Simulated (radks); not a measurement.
Values are calculated unless marked as measured or tabulated.
Problem. All-electron atom: Se I in [Ar] 3d10 4s2 4p4. Level of theory: scalar-relativistic Kohn-Sham, PBE, spin-unpolarised, spherical densities, point nucleus; hard spherical wall at 3 bohr (a radial shooting solver on a logarithmic mesh with Libxc functionals). Some entries of the table are withheld. Estimate them.

orbital  occ.  eigenvalue (eV)  r(max) (bohr)  <r> (bohr)
1s          2        -12487.12        0.02880     0.04408
2s          2              (1)         0.1645      0.1960
2p          6        -1396.639         0.1317      0.1712
3s          2              (2)            (3)      0.5749
3p          6        -136.9148         0.5007      0.5912
3d         10         -37.3278         0.4539      0.6390
4s          2          -3.6353          1.505       1.580
4p          4          10.0756          1.660       1.675
4d          0          32.9457          1.898       1.784
5s          0              (4)            (5)       1.785
5p          0          78.0630            (6)       1.749

Solution. 
(1) 2s eigenvalue (eV): -1590.358
(2) 3s eigenvalue (eV): -197.3977
(3) 3s r(max) (bohr): 0.5025
(4) 5s eigenvalue (eV): 63.8245
(5) 5s r(max) (bohr): 2.312
(6) 5p r(max) (bohr): 2.355
